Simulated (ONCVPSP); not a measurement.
# What one change does to a pseudopotential (K (Z = 19), ONCV)

K, optimised norm-conserving Vanderbilt (ONCV), made with ONCVPSP 4.0.1 (LDA (Perdew-Wang 92), scalar-relativistic). Core [Ne], reference 3s2 3p6 4s0.5 4p0.5. Waves: 3s+4s: rc 1.95 bohr, ncon 3, nbas 6, qcut 7.6 1/bohr, 2 projectors; 3p+4p: rc 2.50 bohr, ncon 4, nbas 7, qcut 6.4 1/bohr, 2 projectors; d scattering state at 0.12 Ha: rc 2.00 bohr, ncon 3, nbas 6, qcut 5.7 1/bohr, 2 projectors, debl 0.6 Ha; f scattering state at 0.4 Ha: rc 2.75 bohr, ncon 4, nbas 7, qcut 4.6 1/bohr, 2 projectors, debl 2.3 Ha. Local part: polynomial inside 1.55 bohr (lpopt 3, dvloc0 6 Ha). Core correction: Teter function, fcfact 4.25, rcfact 1.4.

Change: d: rc 1.95, qcut 5.8, nproj 0; local potential the d channel.

Cutoffs: the cutoffs (Ha) at which the residual kinetic energy of the hardest occupied pseudo-wave falls to 1 and 0.1 mHa per electron; they do not see the model core or the augmentation charge, which bear on the density cutoff. Errors are all-electron minus pseudo energies relative to the spin-unpolarised reference configuration.

Task: What does the change do?

Result: The potential gets neither clearly harder nor softer (15 Ha and 18 Ha → 15 Ha and 18 Ha); a bound ghost appears in s, which as a rule spoils a file; the number of tests with a reliable result goes from 4 to 0; the range in which the s phases agree narrows (upper end at the end of the scan → 0.7); the range in which the p phases agree narrows (upper end 4.4 → 3.0). In the separable form a ghost depends on how the local part lies against the semilocal potential of the channel, so the choice of the local part can create or remove one.

```tsv
quantity	base	changed
cutoff, loose	15 Ha	15 Ha
cutoff, tight	18 Ha	18 Ha
bound ghosts	none	s
GHOST(+) flags under 300 eV	none	none
tests with a reliable result	4 of 4	0 of 4
s: phases at 1.98 bohr within 0.05 rad from the reference energy up to (Ha; the scan ends near 5)	to the end of the scan	0.7
p: phases at 2.53 bohr within 0.05 rad from the reference energy up to (Ha; the scan ends near 5)	4.4	3.0
f: phases at 2.78 bohr within 0.05 rad from the reference energy up to (Ha; the scan ends near 5)	to the end of the scan	to the end of the scan
rms error of d²Exc/dni dnj with the model core, mHa	0.26	0.16
```

 A true bound ghost makes a file unfit for plane-wave use even where its test errors are small: the radial tests pick states by their node count and pass the ghost by.
